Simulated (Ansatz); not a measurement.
Reaction (redistribution): `C[Te]C(C)=S` + `CC[NH][AlH2]` → `CC[Te]C` + `CC(=S)[NH][AlH2]`

Program: Ansatz. Geometries: PBE0-D4/def2-TZVP. ΔE: electronic, gas phase. CCSD(T)/CBS adds triple-zeta CCSD(T) − MP2 to the extrapolated MP2 energy (def2 sets, frozen cores). Elements past krypton have def2 core potentials. For Te outer-core shells are correlated without core-valence functions, which leaves a few kJ/mol of doubt a bond. Each species was taken in one conformer, which may not be the lowest.

| species | HF/CBS(def2) energy (Eh) |
| --- | --- |
| `C[Te]C(C)=S` | -781.67429 |
| `CC[NH][AlH2]` | -376.85609 |
| `CC[Te]C` | -385.30736 |
| `CC(=S)[NH][AlH2]` | -773.25171 |

Problem. Work out ΔE.

Solution. ΔE = (-385.30736) + (-773.25171) − (-781.67429) − (-376.85609) = -0.02869 Eh = -75.3 kJ/mol. CCSD(T)/CBS gives -46.0 kJ/mol.

Largest T1 diagnostic among the species: 0.017.

From PBE to PBE0 (25 % exact exchange), in def2-TZVPP and without D4, ΔE moves by −10.8 kJ/mol. In def2-TZVPP, CCSD(T) changes the Hartree–Fock value by +29.5 kJ/mol (the triples alone add +6.1 kJ/mol) and MP2 by +33.0 kJ/mol.
